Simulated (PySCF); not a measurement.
An unknown gives this computed stick spectrum. Method: TDDFT CAM-B3LYP/def2-SVPD, vertical, gas phase, core orbitals frozen in the response (PySCF 2.14.0, density-fitted response routines). Geometries: GFN2-xTB, one conformer each.

```csv
state,λ (nm),f
S1,234.8,0.0010
S2,203.0,0.013
S3,190.8,0.0089
S4,187.8,0.016
S5,184.7,0.141
S6,180.8,0.032
S7,176.0,0.046
S8,173.9,0.096
```

Task: Which candidate is it? All have the formula CH11NSi3.
A. `[SiH3]C[SiH2]N[SiH3]`
B. `CN[SiH]([SiH3])[SiH3]`
C. `N[SiH2]C([SiH3])[SiH3]`
D. `C[SiH2]N([SiH3])[SiH3]`

Result: B. Its S1, at 5.28 eV, is the lowest among the candidates; the nearest of the others has S1 at 6.21 eV. S1 is HOMO→LUMO (87%), HOMO→LUMO+1 (10%). Löwdin shares by element: HOMO nitrogen 53%, silicon 11% or more, carbon 10%, hydrogen 8% or more (atoms not listed hold the other 18%); LUMO silicon 60%, hydrogen 8% or more (atoms not listed hold the other 32%). At the same level the other candidates give, for their lowest levels:
- `N[SiH2]C([SiH3])[SiH3]`: 193 nm (f 0.012); 170 nm (f 0.011); 162 nm (f 0.017); 157 nm (f 0.005); 157 nm (f 0.074); T1 6.07 eV; HOMO -8.90, LUMO 0.90 eV
- `[SiH3]C[SiH2]N[SiH3]`: 200 nm (f 0.005); 175 nm (f 0.021); 167 nm (f 0.003); 164 nm (f 0.035); 159 nm (f 0.014); T1 5.90 eV; HOMO -8.72, LUMO 0.84 eV
- `C[SiH2]N([SiH3])[SiH3]`: 197 nm (f 0.000); 183 nm (f 0.016); 169 nm (f 0.043); 165 nm (f 0.007); 161 nm (f 0.015); T1 5.99 eV; HOMO -8.69, LUMO 0.92 eV

Shape of the structure used: `[CH3:1][NH:2][SiH:3]([SiH3:4])[SiH3:5]`: C1–N2–Si3–Si4 53°.
Triplets come from the Tamm–Dancoff approximation.
